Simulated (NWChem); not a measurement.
System: AlPH$_{4}$; SMILES [AlH2][PH2]

Program: NWChem. All runs use the structure optimised with B3LYP/6-31G* (spherical d).

Diagonal of the polarisability tensor at PBE0/def2-SVPD, static: 54.92, 76.13, 51.41 bohr³.

Find the mean polarisability volume, the molar refraction, and the refractive index that an ideal gas of it would have at 273.15 K and 1 atm.


1. Mean: one third of the trace = 60.82 bohr³ × 0.14818 Å³/bohr³ = 9.01 Å³.
2. Molar refraction (Lorentz-Lorenz): (4π/3) N_A α = 22.7 cm³/mol.
3. Number density p/kT = 2.687 × 10⁻⁵ Å⁻³; n − 1 = 2π N α = 15.21 × 10⁻⁴.
4. These hold the electronic response alone: vibrational and orientational terms add to the static dielectric constant.
